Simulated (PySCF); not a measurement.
**BiO: from constants to spectrum**

PBEsol constants of BiO, ²Π (doublet), unpaired electrons π ↑ (basis Bi def2-SVP with ECP60, O def2-SVP; scalar-relativistic core potentials; PySCF 2.14; masses 208.9804 and 15.9949 u):

| Property | Result |
| --- | --- |
| ωe | 732.9 cm⁻¹ |
| ωexe | 2.69 cm⁻¹ |
| Be | 0.2965 cm⁻¹ |
| αe | 0.00152 cm⁻¹ |
| De to Bi + O | 4.22 eV |

Problem. What force constant and bond length do these constants imply?

Solution. Reduced mass μred = 14.858 u; k = 5.8918×10⁻⁷·μred·ωe² (u, cm⁻¹, mdyn/Å) = 4.70 mdyn/Å; Re = √(16.8576/(μred·Be)) (u, cm⁻¹, Å) = 1.956 Å.

Problem. Estimate the centrifugal constant D from the Kratzer relation and find the Dunham coefficient a1.

Solution. D = 4Be³/ωe² = 1.94e-07 cm⁻¹; a1 = −1 − αeωe/(6Be²) = -3.11.

These are scalar-relativistic numbers at best; spin–orbit coupling would shift them, the dissociation energy most. The state is the lowest determinant that a PBE0 search found; another state may lie lower at other levels.
